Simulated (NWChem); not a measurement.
Molecule: HfH4S3; SMILES [SH][HfH]([SH])[SH]

```xyz
8

Hf    -0.0138    -0.0007    -0.2249
H      0.0492    -0.0071    -2.0579
S     -1.1934     2.0431     0.3564
H     -0.0455     2.6564     0.7356
S     -1.2247    -2.0222     0.3670
H     -0.0643    -2.7229     0.4160
S      2.3264    -0.0221     0.4036
H      2.5217     0.1414    -0.9360
```
Atoms are numbered in this order, from 1.

Program: NWChem. Coordinates come from a PBE0/def2-SVP optimisation. No frequency run checked for a minimum. def2 effective core potentials on Hf; no spin-orbit coupling.

For level B3LYP/def2-SVP:

| Item | Result |
|---|---|
| highest occupied level (eV) | -7.66 |
| orbital gap (eV) | 5.38 |

### Question
What are these values for level PBE/def2-SVP?

### Answer
The highest occupied level (eV) is -6.77 and the orbital gap (eV) is 3.82.
